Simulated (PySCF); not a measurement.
Isomers of C4H3N. Gas-phase values, no solvent. Strings in code marks are SMILES.

Calculation: B3LYP-D3(BJ)/def2-TZVP run with PySCF. B3LYP has the VWN-RPA correlation part, as in Gaussian. Delta-SCF ions had no search for a lower state. Excitations are Tamm–Dancoff values on a coarser integration grid. The basis has no diffuse functions, so Rydberg states are missing or too high.

```csv
species,S1–T1 gap (TDA) (eV),vertical ionisation energy (Delta-SCF) (eV),LUMO (eV),HOMO–LUMO gap (eV)
`N=c1c2c1C2`,1.33,9.26,-2.09,4.81
`C(#C)CC#N`,1.11,10.85,-0.16,8.14
`C#CC#CN`,(withheld),8.32,-0.61,5.44
`N=C=C1C=C1`,0.73,7.63,(withheld),(withheld)
`C=C=CC#N`,1.47,10.32,(withheld),6.37
`C=C=C=C=N`,(withheld),8.47,-2.08,(withheld)
```

Task: Complete the blanks.

Result: 
- `C#CC#CN`, S1–T1 gap (TDA) (eV): 0.30
- `N=C=C1C=C1`, LUMO (eV): -0.95
- `N=C=C1C=C1`, HOMO–LUMO gap (eV): 4.29
- `C=C=CC#N`, LUMO (eV): -1.63
- `C=C=C=C=N`, S1–T1 gap (TDA) (eV): 0.31
- `C=C=C=C=N`, HOMO–LUMO gap (eV): 4.18
